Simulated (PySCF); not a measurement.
WOSFCl, SMILES [O]=[W]([F])(=[S])[Cl], multiplicity 1. Atoms are numbered in the order given.

```xyz
5

W      0.0190    -0.1337    -0.1533
O      1.2184    -0.0299    -1.3540
S      1.0294    -0.4688     1.6996
F     -1.0981    -1.5857    -0.5049
Cl    -1.0436     1.8767    -0.0278
```

Geometry: B3LYP-D3(BJ)/def2-SVP. The spin state was assumed, not searched. The structure was generated by enumeration; whether it is a known compound was not checked. The def2 effective core potentials stand for the cores of W; spin–orbit coupling is left out.

The numbers are results of PySCF with B3LYP/def2-TZVP, not measurements.

Isolated molecule, no solvent.

| Item | Value |
|---|---|
| total energy | -1100.93616 hartree |
| highest occupied level | -8.07 eV |
| lowest empty level | -3.59 eV |
| orbital gap | 4.48 eV |
| dipole moment | 1.33 D |
| quadrupole, principal values (traceless, Buckingham form, about the centre of nuclear charge) | -3.22, 0.23, 2.99 D·Å |
| mean static polarisability | 71.4 bohr³ (10.57 Å³) |
| polarisability, principal values | 55.4, 67.6, 91.0 bohr³ |
